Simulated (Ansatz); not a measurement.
Ansatz (a first-principles code) input (LC-wPBE/def2-TZVPD):

Ansatz 0.2 input:
```yaml
crystal:
  periodic: [false, false, false]
  atoms:
    - {symbol: Sn, position_ang: [0.00603767, 0.00164288, 0.62288057]}
    - {symbol: Cl, position_ang: [-1.92090266, -1.03655210, -0.58937530]}
    - {symbol: Cl, position_ang: [0.05528342, 2.17437935, -0.61699977]}
    - {symbol: Cl, position_ang: [1.84786138, -1.14265926, -0.62562662]}
basis:
  gaussian:
    orbitals: def2-TZVPD
hamiltonian:
  xc: {name: LC-wPBE}
total_charge: -1
output: {forces: true}
```

End of the output:

```
mean field: 1.17 GiB planned
mean field evaluation 1: about -43397.2880 eV, gradient 1.9e1 eV
mean field evaluation 2: about -43397.8147 eV, gradient 1.6e1 eV
mean field evaluation 4: about -43398.3225 eV, gradient 5.3e-1 eV
mean field evaluation 8: about -43398.3157 eV, gradient 9.7e-2 eV
mean field evaluation 16: about -43398.3158 eV, gradient 1.0e-5 eV
mean field -43398.31576623 eV, -1594.8586879738 hartree, gradient 1.0e-5 eV, S^2 0.000000; 0 other end points of the search recorded, 0 dependent functions left out
the calculation of the forces begins
reference -43398.31576623 eV, -1594.8586879741 hartree; 37, 37 occupied and 157, 157 virtual orbitals, 1244 factors
Total energy: -43398.31576623 eV, -1594.8586879741 hartree
Atom 0 at     0.006038     0.001643     0.622881 Å, force    -0.006159    -0.001855    -0.634899 eV/Å
Atom 1 at    -1.920903    -1.036552    -0.589375 Å, force     0.406394     0.219109     0.207172 eV/Å
Atom 2 at     0.055283     2.174379    -0.617000 Å, force    -0.010868    -0.458767     0.212902 eV/Å
Atom 3 at     1.847861    -1.142659    -0.625627 Å, force    -0.389366     0.241513     0.214826 eV/Å
Dipole moment:     0.007492     0.002036     0.772892 e Å
```

It need not be the lowest isomer of its formula.
